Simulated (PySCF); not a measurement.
**Re(3+) (rhenium, charge +3) across methods**

[Xe] 4f14 5d4, high-spin 5D determinant. Computed with PySCF 2.14 in x2c-TZVPPall with one added diffuse shell each of s, p, d, f type (12s8p8d4f1g, 113 functions), with scalar relativity by spin-free X2C-1e.

| method | E (hartree) | mean ε 4f α (eV) | mean ε 4f β (eV) | mean ε 5d α (eV) | Σ⟨r²⟩ (bohr²) | ⟨S²⟩ |
| --- | --- | --- | --- | --- | --- | --- |
| PBE0 | -16691.39 | -77.375 | -76.808 | -35.946 | 36.41 | 6.002 |
| UHF | -16686.42858 | -90.776 | -90.110 | -40.273 | 36.28 | 6.005 |
| PBE | -16691.60 | -72.556 | -72.096 | -34.238 | 36.57 | 6.001 |
| r2SCAN | -16691.70 | -73.112 | -72.561 | -34.584 | 36.35 | 6.003 |
| LDA | -16680.96 | -73.025 | -72.530 | -34.345 | 36.60 | 6.001 |

Spin-orbit coupling, absent here, splits the open shell strongly.
